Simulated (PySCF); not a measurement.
P²⁺: excitation energy

P²⁺ [Ne] 3s2 3p1 (2P) → P²⁺ [Ne] 3s1 3p1 3d1 (high-spin determinant), as a difference of total energies. Computed with PySCF 2.14 in aug-cc-pCVTZ-DK (8s7p5d3f, 75 functions), with the spin-free X2C one-electron Hamiltonian (Gaussian nucleus). Correlated levels: nothing frozen. The calculations carry no spin-orbit coupling.

```
                 method  excitation energy (cm⁻¹)
                    UHF                    159390
    MP2 (all electrons)                    167970
SCS-MP2 (all electrons)                    171220
   CCSD (all electrons)                    163720
CCSD(T) (all electrons)                    159540
```

A first-order spin-orbit estimate (lowest level to lowest level, LS coupling) adds 0.010 eV.

The promoted electron is Rydberg-like, and one or two diffuse shells describe it only roughly, which tends to raise the upper state.

The coupled-cluster amplitudes are large for the upper state (T1 above 0.03 or a double amplitude above 0.15), so a single reference is strained.

The determinant of the upper state mixes LS terms, which raises its energy above the lowest term, most at the Hartree-Fock and MP2 levels.
